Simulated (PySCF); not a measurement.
Stretching LiCd

Set-up: basis Li def2-SVPD, Cd def2-SVPD with ECP28; scalar-relativistic core potentials; PySCF 2.14. Energies in eV from Li + Cd in their ground configurations at the same level. State: ²Σ⁺ (doublet), unpaired electrons σ ↑.

```
R (Å)    B97-3
2.648   0.0340
2.771  -0.0246
2.894  -0.0585
2.987  -0.0724
3.079  -0.0791
3.171  -0.0807
3.295  -0.0773
3.449  -0.0677
3.633  -0.0525
3.880  -0.0315
```

Question: Put a parabola through the three lowest points of the B97-3 curve and estimate Re, k and ωe (reduced mass 6.609 u; 1 eV/Å² = 0.16022 mdyn/Å; ωe = 1302.8·√(k/μ) cm⁻¹).

Answer: Through R = 3.079, 3.171, 3.295 Å the second-order coefficient is 0.207 eV/Å², so Re ≈ 3.167 Å, k ≈ 0.0665 mdyn/Å and ωe ≈ 131 cm⁻¹. A polynomial fit of higher order to the unrounded B97-3 energies gives Re = 3.160 Å, k = 0.0720 mdyn/Å, ωe = 136 cm⁻¹; anharmonicity and rounding make the difference.

The higher-order fit for each curve: B97-3: Re = 3.160 Å, ωe = 136 cm⁻¹, De = 0.081 eV.

The bond is weak. Basis-set superposition, not corrected here, can be much of De in a small basis, most of all at correlated wavefunction levels. Functionals without a dispersion term scatter widely for such bonds, and LDA overbinds them. Spin–orbit coupling is left out. The state was picked by a PBE0 search and need not be the measured ground state.
